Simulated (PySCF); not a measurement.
# HGeN + 2 HF → GeF₂ + NH₃

Level: PBE0 in the def2-TZVP basis family, all electrons, no relativity, computed in PySCF with density fitting; open shells unrestricted.

```json
{"species": "HGeN", "state and structure": "singlet, C∞v, Ge–H 1.520 Å, Ge–N 1.628 Å; H–Ge–N 180.0°", "E (Eh)": "-2131.91564", "ZPE (kJ/mol)": "23.6", "H(298 K) − H(0) (kJ/mol)": "10.6", "S° (J/(mol K))": "233.4"}
{"species": "HF", "state and structure": "singlet, C∞v, H–F 0.920 Å", "E (Eh)": "-100.39188", "ZPE (kJ/mol)": "24.9", "H(298 K) − H(0) (kJ/mol)": "8.7", "S° (J/(mol K))": "173.6"}
{"species": "GeF₂", "state and structure": "singlet, C2v, Ge–F 1.745 Å (×2); F–Ge–F 97.1°", "E (Eh)": "-2276.40758", "ZPE (kJ/mol)": "9.7", "H(298 K) − H(0) (kJ/mol)": "11.8", "S° (J/(mol K))": "271.2"}
{"species": "NH₃", "state and structure": "singlet, C3v, N–H 1.013 Å (×3); H–N–H 107.1° (×3)", "E (Eh)": "-56.51312", "ZPE (kJ/mol)": "90.6", "H(298 K) − H(0) (kJ/mol)": "10.0", "S° (J/(mol K))": "192.4"}
```

(1) What is the electronic reaction energy?

(2) Add zero-point, thermal and entropy terms for 298.15 K and 1 bar.

## Answers

(1) At PBE0/def2-TZVP, ΔE = -581.0 kJ/mol from the differences of the total energies times 2625.5, downhill. 

(2) ΔZPE = 26.9 and Δ[H(298) − H(0)] = -6.2 kJ/mol give ΔH° = -560.3 kJ/mol. ΔS° = -117.0 J/(mol K), so ΔG° = -560.3 − 298.15 × (-0.1170) = -525 kJ/mol.

Each species is the lowest minimum found with this bonding; other isomers or fragments can lie lower.
